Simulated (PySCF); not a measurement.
B(Cl)(H)(NCO) (CHBClNO), SMILES O=C=NBCl. Atoms are numbered in the order given.

```xyz
6

B     -0.8804     0.7159     0.0000
Cl     0.3947     1.9231     0.0000
H     -2.0255     1.0798     0.0000
N     -0.5506    -0.6563     0.0000
C     -0.0170    -1.7325     0.0000
O      0.4593    -2.7954     0.0000
```

Coordinates come from a ωB97X-D3(BJ)/def2-SVP optimisation. The values are those of a single conformer.

Level of theory: B3LYP/pcJ-1 (PySCF).

Isotropic couplings with Fermi-contact, spin-dipole and both spin-orbit terms, one fixed conformer, no vibrational averaging. Isotopes: 11B, 13C, 14N, 1H.

Computed spin–spin coupling constants:
```json
[
 {"pair": "B1–H3", "bonds apart": "1", "J (Hz)": "200.7"},
 {"pair": "B1–N4", "bonds apart": "1", "J (Hz)": "32.6"},
 {"pair": "N4–C5", "bonds apart": "1", "J (Hz)": "48.7"},
 {"pair": "B1–C5", "bonds apart": "2", "J (Hz)": "18.1"},
 {"pair": "H3–N4", "bonds apart": "2", "J (Hz)": "8.3"},
 {"pair": "H3–C5", "bonds apart": "3", "J (Hz)": "5.6"}
]
```
